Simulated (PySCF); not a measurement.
How the method changes the constants of GeB⁻

State: ³Π (triplet), unpaired electrons σ ↑, π ↑. Set-up: basis Ge def2-TZVPPD, B def2-TZVPPD; no relativity; PySCF 2.14. De refers to Ge⁻ + B in their high-spin ground configurations, without counterpoise correction. The functionals are run spin-unrestricted. A positive dipole points towards B; it is taken about the centre of mass and depends on that origin.

```csv
Level,Re (Å),ωe (cm⁻¹),De (eV),μ (D),"CPU s a point (SCF and correlation, without the integrals)"
ROHF,1.897,777,n/a,-2.39,1.3
ROHF-MP2,1.933,677,n/a,n/a,2.4
ROHF-SCS-MP2,1.936,674,n/a,n/a,n/a
ROHF-CCSD,1.922,717,n/a,n/a,n/a
ROHF-CCSD(T),1.936,692,n/a,n/a,110
PBE,1.933,688,n/a,-3.36,3.8
revPBE,1.943,677,n/a,-3.37,2.6
PW91,1.931,689,n/a,-3.35,3.3
BP86,1.936,681,n/a,-3.32,3.2
r²SCAN,1.916,717,3.81,-2.97,3
r²SCANh,1.912,724,3.70,-2.93,4.1
PBE0,1.916,719,n/a,-3.16,3.8
HSE06,1.917,717,n/a,-3.16,3.7
MN15,1.907,721,n/a,-2.91,4.3
```

(1) What does the step from GGA to meta-GGA do here, going from PBE to r²SCAN?

(2) What does second-order correlation do here, going from ROHF to ROHF-MP2?

(3) What does the triples do here, going from ROHF-CCSD to ROHF-CCSD(T)?

Correlated steps freeze 10 core orbitals. Spin–orbit coupling is left out. For an ion De counts to the pair picked by the measured ionisation energies or electron affinities, which need not be the lowest pair at this level. The highest Kohn–Sham level is positive in this anion. Much of that is self-interaction error, but it also means that the finite basis helps to hold the extra electron. UHF is strongly spin-contaminated for GeB⁻, so the ROHF reference used there is far from stable. The state is the lowest determinant that a PBE0 search found; another state may lie lower at other levels.

The whole job (state search and all levels along the bond) took about 13 min on 2 threads of Arm Neoverse V1 (shared host), peak memory 3.1 GiB.

## Answers

(1) r²SCAN less PBE: -1.7 pm in Re, +4.2 % in ωe. 

(2) ROHF-MP2 less ROHF: +3.6 pm in Re, -12.9 % in ωe. Correlation nearly always deepens the well. The bond lengthens, as in strong covalent bonds, where excitations into antibonding orbitals dominate.

(3) ROHF-CCSD(T) less ROHF-CCSD: +1.4 pm in Re, -3.5 % in ωe. Correlation nearly always deepens the well. The bond lengthens, as in strong covalent bonds, where excitations into antibonding orbitals dominate.
